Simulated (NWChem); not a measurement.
Species: BeCl2; SMILES [Be]([Cl])[Cl]

```xyz
3

Be     0.0000     0.0000     0.0000
Cl     0.0000     0.0000     1.8137
Cl     0.0000     0.0000    -1.8137
```
Atoms are numbered in this order, from 1.

Computed with NWChem. Pople sets run with spherical d functions. Coordinates come from a PBE-D3(BJ)/def2-SVP optimisation. Static field.

Q: Taking PBE/aug-cc-pVTZ as the yardstick, which of these has the fewest basis functions while keeping “isotropic polarisability (bohr³)” within 5 % of it: PBE/aug-cc-pVDZ; PBE/6-31+G*; PBE/def2-TZVP; PBE/def2-TZVPD; PBE/def2-SVPD; PBE/6-31G*; PBE/Sadlej pVTZ; PBE/def2-SVP?

A: PBE/def2-SVPD (a larger set in the list lies outside the tolerance).
```
level            basis functions  isotropic polarisability (bohr³)
---------------  ---------------  --------------------------------
PBE/def2-SVP                  45                              30.3
PBE/6-31G*                    50                              31.0
PBE/6-31+G*                   62                              34.9
PBE/def2-SVPD                 66                              43.3
PBE/aug-cc-pVDZ               77                              42.6
PBE/Sadlej pVTZ               88                              44.2
PBE/def2-TZVP                 93                              37.2
PBE/def2-TZVPD               114                              44.0
PBE/aug-cc-pVTZ              146                              43.7
```

The yardstick is one finite set, not the basis-set limit.
